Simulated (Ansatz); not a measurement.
`[OH][Zr]([OH])([OH])[F]` + `CB(S)C(N)F` → `[OH][Zr]([OH])([OH])[SH]` + `CB(F)C(N)F`  (redistribution)

Calculated with Ansatz (gas phase, PBE0-D4/def2-TZVP geometries, no zero-point term in ΔE). CBS: MP2 limit from def2 TZ/QZ plus the TZ coupled-cluster correction, frozen cores. Functionals use def2-TZVPP. B3LYP here is the variant with VWN-RPA as its local correlation; programs differ in this. Elements past krypton have def2 core potentials. For Zr outer-core shells are correlated without core-valence functions, which leaves a few kJ/mol of doubt a bond. Each species was taken in one conformer, which may not be the lowest.

(1) Is it downhill or uphill in electronic energy at CCSD(T)/CBS, and by how much? (Best estimate.)

(2) What do these levels give: B3LYP-D4, ωB97M-V, PBE, r2SCAN, MP2/def2-TZVPP, CCSD/def2-TZVPP? (Best estimate.)

Largest T1 diagnostic among the species: 0.017.

Answers

(1) Ansatz gave: Uphill: ΔE = +36.1 kJ/mol.

(2) Computed: B3LYP-D4 35.9, ωB97M-V 36.2, PBE 41.6, r2SCAN 38.4, MP2/def2-TZVPP 35.6, CCSD/def2-TZVPP 29.9 kJ/mol.

In def2-TZVPP, CCSD(T) changes the Hartree–Fock value by +17.6 kJ/mol (the triples alone add +2.1 kJ/mol) and MP2 by +21.2 kJ/mol. From PBE to PBE0 (25 % exact exchange), in def2-TZVPP and without D4, ΔE moves by −5.7 kJ/mol.
